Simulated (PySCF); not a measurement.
Computed IR spectrum (relative IR intensity) of a molecule CH4ClNOSi2. Geometry: PBE-D3(BJ)/def2-SVP. One conformer was computed; it need not be the lowest. Level of theory: PySCF 2.14.0 with PBE-D3(BJ)/def2-SVP. Frequencies are harmonic and unscaled.

Lines under 2 % of the strongest are left out, and lines within 2 cm⁻¹ are merged.

ν (cm⁻¹): 162 (m), 221 (w), 255 (m), 271 (w), 376 (w), 444 (w), 458 (vw), 535 (s), 612 (m), 707 (m), 734 (m), 781 (vs), 866 (m), 890 (s), 920 (m), 1240 (w), 1533 (m), 2131 (m), 2152 (m), 2949 (m), 3740 (s) (against the strongest line: vs over 80 %, s over 45 %, m over 15 %, w over 4 %, vw less)

Q: Pick the molecule that these values belong to.
(A) O=C=N[SiH2][SiH2]Cl
(B) N#CO[Si@@H]([SiH3])Cl
(C) O[Si@@]1(Cl)N=C[SiH2]1
(D) Cl[SiH2][Si@H]1N=CO1

A: C, O[Si@@]1(Cl)N=C[SiH2]1
